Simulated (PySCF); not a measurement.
**Iridium: a sound run and one with changed settings**

Sound run: Ir [Xe] 4f14 5d7 6s2, Ir⁺ [Xe] 4f14 5d7 6s1. All numbers are calculated (PySCF 2.14, a scalar-relativistic core potential, in def2-TZVP with the def2 core potential (60 electrons) (6s4p3d1f, 40 functions)). The sound run starts from symmetry-adapted Hartree-Fock orbitals and uses a fine grid where one is needed.

Changed run: radial step 0.5 in ln r (0.13 in the sound run). This setting is unsound on purpose.

```json
{"species": "Ir", "method": "UHF", "sound run (hartree)": "-103.44321", "changed run (hartree)": "-103.44321", "converged": "yes"}
{"species": "Ir", "method": "LDA", "sound run (hartree)": "-104.05054", "changed run (hartree)": "-104.08752", "converged": "yes"}
{"species": "Ir", "method": "B3LYP", "sound run (hartree)": "-104.27773", "changed run (hartree)": "-104.29889", "converged": "yes"}
{"species": "Ir⁺", "method": "UHF", "sound run (hartree)": "-103.18504", "changed run (hartree)": "-103.18504", "converged": "yes"}
{"species": "Ir⁺", "method": "LDA", "sound run (hartree)": "-103.70738", "changed run (hartree)": "-103.74320", "converged": "yes"}
{"species": "Ir⁺", "method": "B3LYP", "sound run (hartree)": "-103.94725", "changed run (hartree)": "-103.96768", "converged": "yes"}
```

Ionisation energy of Ir:

| method | sound run (eV) | changed run (eV) |
| --- | --- | --- |
| UHF | 7.025 | 7.025 |
| LDA | 9.338 | 9.369 |
| B3LYP | 8.993 | 9.013 |

A coarse radial grid mis-integrates the density and the exchange-correlation energy, with errors of either sign; Hartree-Fock needs no grid.

For comparison, NIST gives 8.967 eV between the lowest levels.
